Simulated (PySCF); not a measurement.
**Exercise with solution: oscillator strength and radiative lifetime**

Cl2H5NSi2, SMILES Cl[SiH2]N[SiH2]Cl.

The structure is a stationary point at PBE0-D3(BJ)/def2-SVP. The values are those of a single conformer.

TDA-LC-ωPBE/def2-SVPD (PySCF 2.14.0) puts the first singlet state with f over 0.02 at 7.70 eV (vertical), with the transition dipole (0.189, 0.358, 0.000) in atomic units.

**Question.** Find the oscillator strength, the wavelength and the radiative lifetime that this transition would have in vacuum if emission retraced absorption.

**Answer.** 
|μ|² = 0.1639 au, so |μ| = 1.03 D. ΔE = 7.70/27.211 = 0.2830 hartree. f = (2/3) ΔE |μ|² = 0.031 (the program prints 0.031).
λ = 1239.84/7.70 = 161 nm; ν = 62105 cm⁻¹.
Einstein's coefficient A = 0.6670 ν² f s⁻¹ (ν in cm⁻¹) = 8.0e7 s⁻¹, so τ = 1/A = 13 ns. This state is S1. The figure is the radiative limit of this one transition; relaxation, internal conversion, crossing to triplets and a medium change what is measured.
